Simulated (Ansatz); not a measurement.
Reactions of BrH$_{3}$Si, SMILES `[SiH3]Br`.

Computed with Ansatz on PBE0-D4/def2-TZVP structures; ΔE is electronic, products minus reactants. CCSD(T)/CBS is the MP2 limit (def2-TZVPP, def2-QZVPP) plus CCSD(T) − MP2 in def2-TZVPP, frozen cores. This one scheme is used for every species, atoms too. No spin–orbit coupling; open shells (•) take unrestricted orbitals. Spin–orbit coupling would lower the free atoms: a little for Si; clearly for Br. For Br outer-core shells are correlated without core-valence functions, so the limit isn't a true one: a few kJ/mol of doubt a bond, and 10 to 20 or more in all where bonds break to atoms. Scalar relativity is left out up to krypton. Each species was taken in one conformer, which may not be the lowest.

Q: Order these by ΔE at CCSD(T)/CBS, lowest first. (Estimate.)
A. `[SiH3]Br` → Br• + 3 H• + Si•
B. `[SiH3]Br` + `[CH3][Al]([OH])[CH2]F` → `FC[SiH2]Br` + `[CH3][AlH][OH]`
C. `[SiH3]Br` + `[SH][AlH][SH]` → `[SiH3][S][AlH][SH]` + HBr

A: B (-1.3 kcal/mol), C (+7.1 kcal/mol), A (+328.3 kcal/mol).

Largest T1 diagnostic: 0.012, for Si•.
